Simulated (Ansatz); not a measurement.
The same ligand exchange along the group Al, Ga, In.

Computed with Ansatz on PBE0-D4/def2-TZVP structures; ΔE is electronic, products minus reactants. CBS: MP2 limit from def2 TZ/QZ plus the TZ coupled-cluster correction, frozen cores. This one scheme is used for every species. Elements past krypton have def2 core potentials. For Ga, In outer-core shells are correlated without core-valence functions, which leaves a few kJ/mol of doubt a bond. Scalar relativity is left out up to krypton. Each species was taken in one conformer, which may not be the lowest.

Q: Order these by ΔE at CCSD(T)/CBS, lowest first. (An estimate is asked.)
A. `[OH][Al]([F])[SH]` + HCl → `[OH][Al]([SH])[Cl]` + H–F
B. `[OH][Ga]([F])[SH]` + HCl → `[OH][Ga]([SH])[Cl]` + H–F
C. `[OH][In]([F])[SH]` + HCl → `[OH][In]([SH])[Cl]` + H–F

A: C (-60.9 kJ/mol), B (-37.4 kJ/mol), A (+16.4 kJ/mol).

Largest T1 diagnostic: 0.016, for `[OH][In]([F])[SH]`.
